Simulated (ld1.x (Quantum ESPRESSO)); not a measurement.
# Varying the TM potential for caesium (Cs)

Base potential:

```json
{"Element": "caesium", "Generator": "ld1.x (Quantum ESPRESSO) 7.5", "Type": "norm-conserving Troullier–Martins (Kleinman–Bylander form)", "Functional": "PBEsol", "Relativity": "scalar-relativistic", "Frozen core": "[Kr] 4d10 5s2", "Valence charge": "7", "Reference configuration": "5p6 5d0 6s1 6p0", "Partial waves": "6s (bound): rc 3.10 bohr; 5p (bound): rc 2.85 bohr; 5d (bound, empty): rc 4.20 bohr", "Local potential": "all-electron potential smoothed inside 2.40 bohr (lloc = -2)", "Core correction": "a·sin(br)/r model core inside 2.65 bohr"}
```

Cutoffs, loose and tight: the cutoffs (Ry, on a coarse ladder) from which the occupation-weighted sum of valence levels, in a spherical-Bessel basis at the reference potential, stays within 10 and 1 mRy of its value at 400 Ry. They do not see the model core or the augmentation charge, which bear on the density cutoff. Test errors are all-electron minus pseudo excitation energies from the reference, over the configurations 5p6 5d0 6s0 6p0; 5p6 5d0 6s0.5 6p0; 5p6 5d0 6s0 6p1; 5p5 5d0 6s1 6p0; 5p6 5d0.5 6s0.5 6p0; 5p6 5d1 6s0 6p0. A dash means not determined; rows that change the core or the reference have their own tests. The largest error is taken over the tests solved by every variant that gives reliable tests at all: 5p6 5d0 6s0 6p0; 5p6 5d0.5 6s0.5 6p0; 5p6 5d1 6s0 6p0.

A true bound ghost makes a file unfit for plane-wave use even where its test errors are small: the radial tests pick states by their node count and pass the ghost by. Where a test does run into it, the solver fails or the error is huge.

| change | outcome | cutoff, loose | cutoff, tight | bound ghosts | largest test error (meV) |
| --- | --- | --- | --- | --- | --- |
| base | generated | 15 Ry | 18 Ry | p, s | -4.1 |
| all radii but the core radius scaled by about 0.81 (s 2.50, p 2.30, d 3.38 bohr); local potential all-electron potential smoothed inside 1.94 bohr (lloc = -2) | generated | 50 Ry | 70 Ry | s | +24 |
| all radii but the core radius scaled by about 0.87 (s 2.68, p 2.46, d 3.64 bohr); local potential all-electron potential smoothed inside 2.08 bohr (lloc = -2) | generated | 25 Ry | 35 Ry | s | +8.2 |
| all radii but the core radius scaled by about 1.14 (s 3.54, p 3.26, d 4.80 bohr); local potential all-electron potential smoothed inside 2.74 bohr (lloc = -2) | generated | 8 Ry | 15 Ry | s | -1.9 |
| all radii but the core radius scaled by about 1.21 (s 3.76, p 3.46, d 5.08 bohr); local potential all-electron potential smoothed inside 2.90 bohr (lloc = -2) | generated | 8 Ry | 12 Ry | s | -1.9 |

(1) What comes out with this change to the base: all radii but the core radius scaled by about 1.39 (s 4.30, p 3.94, d 5.82 bohr); local potential all-electron potential smoothed inside 3.32 bohr (lloc = -2)?

Results:

(1) outcome: generated; cutoff, loose: 8 Ry; cutoff, tight: 10 Ry; bound ghosts: none; largest test error (meV): -1.6.

Reading the sweep of the scale of all radii but the core radius (base = 1) (base included, trends over the rows without a ghost): Bound ghosts are found at 0.81, 0.87, 1, 1.14, 1.21.
